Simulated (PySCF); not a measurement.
AlH₂F, SMILES [F][AlH2].

Geometry optimised at TPSSh-D3(BJ)/def2-TZVP.

Level of theory: TDDFT-CAM-B3LYP/def2-TZVPD (PySCF 2.14.0).

Vertical excitations. Isolated molecule, no solvent. State labels are in the subgroup C2v.

```
state  symmetry  energy (eV)  λ (nm)      f                                            main pairs
-----  --------  -----------  ------  -----  ----------------------------------------------------
S1           A2         5.89     210  0.000                                        HOMO→LUMO 99 %
S2           B2         7.54     164  0.002                    HOMO→LUMO+1 67 %, HOMO→LUMO+2 26 %
S3           B1         8.32     149  0.159                                      HOMO−1→LUMO 97 %
S4           B2         8.48     146  0.173                    HOMO→LUMO+2 68 %, HOMO→LUMO+1 20 %
S5           B2         8.81     141  0.406                                      HOMO→LUMO+3 84 %
S6           A2         8.89     140  0.000                                      HOMO−3→LUMO 97 %
S7           A1         9.22     135  0.002                                      HOMO−2→LUMO 87 %
S8           B1         9.67     128  0.107                                      HOMO→LUMO+4 92 %
S9           A1         9.83     126  0.228                HOMO−1→LUMO+1 64 %, HOMO−1→LUMO+2 13 %
S10          B2        10.03     124  0.054                                    HOMO−3→LUMO+1 78 %
T1           A2         5.37     231      0                                        HOMO→LUMO 97 %
T2           B2         6.76     183      0  HOMO→LUMO+1 57 %, HOMO→LUMO+3 21 %, HOMO→LUMO+2 13 %
T3           B1         7.19     172      0                                      HOMO−1→LUMO 90 %
T4           B2         7.32     169      0  HOMO→LUMO+3 63 %, HOMO→LUMO+2 14 %, HOMO→LUMO+1 11 %
```
Triplets are in the Tamm–Dancoff approximation, which puts them higher than full response would, so one can lie above its singlet here.
